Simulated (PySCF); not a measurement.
Interval between two levels of Sr by level of theory

Sr [Kr] 5s2 → Sr [Kr] 5s1 6s1 [3S1, M_J = 1], as a difference of total energies. All numbers are calculated (PySCF 2.14, the two-component X2C-1e Hamiltonian, in x2c-SVPall-2c with one added diffuse shell each of s, d type (7s7p7d1f, 70 functions)). Correlated levels: [Ar] 3d10 frozen; the 6 highest virtual spinors dropped. "Screened" scales the spin-orbit matrix elements by Boettger's factors to mimic the two-electron term; Breit and QED terms are absent.

```tsv
method	interval between two levels (cm⁻¹)
GHF (screened spin-orbit)	22845
GMP2 (screened spin-orbit)	27984
```

Errors of the correlated levels include the incompleteness of this basis and the frozen core.

For comparison: 29039 cm⁻¹ (measured; NIST Handbook of Basic Atomic Spectroscopic Data (Sansonetti and Martin, J. Phys. Chem. Ref. Data 34, 1559 (2005))).
